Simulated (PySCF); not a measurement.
**Sb- (antimony, charge -1) across methods**

[Kr] 4d10 5s2 5p4, high-spin 3P determinant. Calculation: PySCF 2.14, in aug-cc-pVTZ-PP with ECP28MDF; scalar relativity through the core potential.

| method | E (hartree) | mean ε 5s β (eV) | mean ε 5p α (eV) | mean ε 5p β (eV) | Σ⟨r²⟩ (bohr²) | ⟨S²⟩ |
| --- | --- | --- | --- | --- | --- | --- |
| PBEsol | -239.9858 | -5.966 | 0.527 | 1.467 | 85.19 | 2.007 |
| PBE | -240.2421 | -5.928 | 0.526 | 1.445 | 85.63 | 2.007 |
| PBE0 | -240.2554 | -6.881 | -0.308 | 0.764 | 83.86 | 2.008 |
| M06-L | -240.3990 | -5.937 | 0.554 | 1.420 | 86.33 | 2.010 |
| wB97M-V | -240.2121 | -9.215 | -2.096 | -0.964 | 83.70 | 2.006 |
| UHF | -239.27552 | -8.922 | -2.464 | -0.721 | 84.14 | 2.021 |
| HSE06 | -240.2548 | -6.574 | 0.085 | 1.099 | 84.15 | 2.006 |
| LDA | -239.8807 | -6.301 | 0.447 | 1.335 | 85.53 | 2.005 |
| r2SCAN | -240.3430 | -5.905 | 0.284 | 1.330 | 83.99 | 2.013 |

Energies and moments cover only the electrons outside the core potential.

The highest occupied level is positive at PBEsol, PBE, PBE0, M06-L, HSE06, LDA, r2SCAN: only the finite basis holds that electron, which in a density functional comes from self-interaction.
